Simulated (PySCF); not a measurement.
C₃H₄FNSi, SMILES F[Si@H]1C=CC=N1. The structure is a stationary point at PBE-D3(BJ)/def2-SVP. The structure was generated by enumeration; whether it is a known compound was not checked.

Computed equilibrium geometry at PBE-D3(BJ)/def2-SVP (PySCF confirms it by a frequency run) as bond lengths and angles:
Atoms: F1 Si2 C3 C4 C5 N6 H7 H8 H9 H10. Bond lengths (Å): F1–Si2 1.636, Si2–C3 1.886, Si2–N6 1.788, Si2–H7 1.496, C3–C4 1.357, C3–H8 1.099, C4–C5 1.510, C4–H9 1.104, C5–N6 1.291, C5–H10 1.114. Bond angles (°): F1–Si2–C3 114.3, F1–Si2–N6 111.6, F1–Si2–H7 107.4, C3–Si2–N6 96.1, C3–Si2–H7 115.7, N6–Si2–H7 111.5, Si2–C3–C4 103.6, Si2–C3–H8 133.2, C4–C3–H8 123.2, C3–C4–C5 114.3, C3–C4–H9 125.3, C5–C4–H9 120.5, C4–C5–N6 120.8, C4–C5–H10 118.4, N6–C5–H10 120.7, Si2–N6–C5 105.1.
